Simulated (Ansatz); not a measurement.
`BC(=C)O` and `C#CC(=C)O` differ in one atom or group.

Ansatz, PBE0-D4/def2-TZVP geometries, multiplicity 1. Each molecule was computed in one conformer, which needn't be the lowest.

| property | `BC(=C)O` |
| --- | --- |
| size of the dipole moment (PBE/def2-TZVPP) / D | 0.37 |
| HOMO–LUMO gap (B3LYP/def2-TZVPP) / eV | 4.58 |
| ideal-gas entropy at 298 K and 1 bar (rigid rotor, harmonic PBE0-D4/def2-TZVP) / J/(mol·K) | 288 |
| HOMO–LUMO gap (ωB97M-V/def2-TZVPP) / eV | 9.19 |
| HOMO energy (PBE/def2-TZVPP) / eV | -6.06 |
| LUMO energy (PBE0/def2-TZVPP) / eV | -2.18 |

Question: What does the change do to each property? (Best estimate.)

Answer: Ansatz gave: 
```
                                                                                  property  `C#CC(=C)O`  shift
                                            size of the dipole moment (PBE/def2-TZVPP) / D         1.51   1.14
                                                     HOMO–LUMO gap (B3LYP/def2-TZVPP) / eV         5.60   1.02
ideal-gas entropy at 298 K and 1 bar (rigid rotor, harmonic PBE0-D4/def2-TZVP) / J/(mol·K)          303     15
                                                   HOMO–LUMO gap (ωB97M-V/def2-TZVPP) / eV        10.26   1.07
                                                         HOMO energy (PBE/def2-TZVPP) / eV        -5.64   0.42
                                                        LUMO energy (PBE0/def2-TZVPP) / eV        -0.74   1.44
```

With PBE0 the HOMO rises by 0.41 eV and the LUMO rises by 1.44 eV, so the gap widens by about 1.03 eV. PBE moves the HOMO by 0.42 eV and ωB97M-V by 0.46 eV. Dipoles are sizes alone; their direction can turn.

B3LYP here is the variant with VWN-RPA as its local correlation; programs differ in this.
